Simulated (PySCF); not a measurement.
Assigning NMR signals

Numbering as in the mapped SMILES `[CH3:1][C@H:2]1[CH2:3][CH2:4][CH2:5][Si:6]12[CH2:7][CH2:8][CH2:9][CH2:10]2`; H(Xn) means a hydrogen on atom n. Ha(C3), Ha(C4), Ha(C5) are cis to C1 on the ring; Ha(C7), Ha(C8), Ha(C9), Ha(C10) are pro-R; Hb(C7), Hb(C8), Hb(C9), Hb(C10) are pro-S; Hb(C3), Hb(C4), Hb(C5) are trans to C1 on the ring.

Theory: PBE0-D3(BJ)/def2-SVP geometry, σ from GIAO-PBE0/pcSseg-1, in PySCF 2.14.0 with density-fitted response routines (non-relativistic, one conformer, isolated molecule, averaged over atoms made equivalent by symmetry, fast rotation or ring inversion).

δ = σ(ref) − σ, references computed at the same level: $^{13}$C (184.41 ppm), $^{1}$H (31.27 ppm) against TMS.

(1) Assign these signals to the numbered atoms. $^{13}$C{$^{1}$H} NMR (computed): δ 40.5, 30.9, 30.3, 29.0, 23.0, 17.5, 15.3, 14.7, 10.8.

(2) Assign these signals to the numbered atoms. $^{1}$H NMR (500 MHz, computed): δ 1.92 (m, 1H), 1.92 (m, 1H), 1.90 (m, 1H), 1.87 (m, 1H), 1.20 (m, 1H), 1.07 (m, 1H), 1.06 (d, 3H), 1.03 (m, 1H), 0.84 (m, 1H), 0.76 (m, 1H), 0.73 (m, 1H), 0.68 (m, 1H), 0.63 (m, 1H), 0.57 (m, 1H), 0.50 (m, 1H), 0.47 (m, 1H).

Answers

(1) 
```tsv
δ (ppm)	atoms	environment	reason
40.5	C3	sp3 CH2 in a ring	a saturated carbon with 2 carbon neighbours and no heteroatom attached
30.9	C8	sp3 CH2 in a ring	–
30.3	C9	sp3 CH2 in a ring	–
29.0	C4	sp3 CH2 in a ring	–
23.0	C2	sp3 CH bonded to Si	–
17.5	C1	methyl carbon	a saturated carbon with 1 carbon neighbour and no heteroatom attached
15.3	C5	sp3 CH2 bonded to Si	–
14.7	C7	sp3 CH2 bonded to Si	–
10.8	C10	sp3 CH2 bonded to Si	an electropositive neighbour leaves it electron-rich and shielded
```

C8 and C9; C9 and C4; C5 and C7 lie closer than the usual error of such a calculation, so a measured spectrum could show them in the other order.

(2) 
| δ (ppm) | atoms | environment | reason |
| --- | --- | --- | --- |
| 1.92 | Hb(C9) | hydrogen on an sp3 CH2 in a ring | – |
| 1.92 | Hb(C8) | hydrogen on an sp3 CH2 in a ring | – |
| 1.90 | Ha(C4) | hydrogen on an sp3 CH2 in a ring | – |
| 1.87 | Hb(C3) | hydrogen on an sp3 CH2 in a ring | – |
| 1.20 | Hb(C4) | hydrogen on an sp3 CH2 in a ring | – |
| 1.07 | Ha(C9) | hydrogen on an sp3 CH2 in a ring | – |
| 1.06 | H(C1) | hydrogen on a methyl carbon | – |
| 1.03 | Ha(C8) | hydrogen on an sp3 CH2 in a ring | – |
| 0.84 | Ha(C3) | hydrogen on an sp3 CH2 in a ring | – |
| 0.76 | Hb(C5) | hydrogen on an sp3 CH2 bonded to Si | an electropositive neighbour shields it, as in TMS itself |
| 0.73 | Ha(C7) | hydrogen on an sp3 CH2 bonded to Si | – |
| 0.68 | H(C2) | hydrogen on an sp3 CH bonded to Si | an electropositive neighbour shields it, as in TMS itself |
| 0.63 | Ha(C5) | hydrogen on an sp3 CH2 bonded to Si | an electropositive neighbour shields it, as in TMS itself |
| 0.57 | Hb(C10) | hydrogen on an sp3 CH2 bonded to Si | – |
| 0.50 | Ha(C10) | hydrogen on an sp3 CH2 bonded to Si | – |
| 0.47 | Hb(C7) | hydrogen on an sp3 CH2 bonded to Si | – |

Hb(C9) and Hb(C8); Hb(C8) and Ha(C4); Ha(C4) and Hb(C3); Ha(C9) and H(C1); H(C1) and Ha(C8); Ha(C3) and Hb(C5); Hb(C5) and Ha(C7); Ha(C7) and H(C2); H(C2) and Ha(C5); Ha(C5) and Hb(C10); Hb(C10) and Ha(C10); Ha(C10) and Hb(C7) lie closer than the usual error of such a calculation, so a measured spectrum could show them in the other order.

Shifts are as computed. Against solution values, carbons near 30 ppm lie about +2 ppm off and those near 130 ppm about +5 ppm. Of 1211 compounds with measured shifts, 218 miss one by over three times the rms of a fit or turn the order of signals round; such compounds aren't used in these exercises. No couplings were computed; multiplicities are counted from neighbouring protons, with m where these are inequivalent, close in shift, in a saturated or five-membered ring or joined by F or P, and br s for small geminal =CH2 splittings.
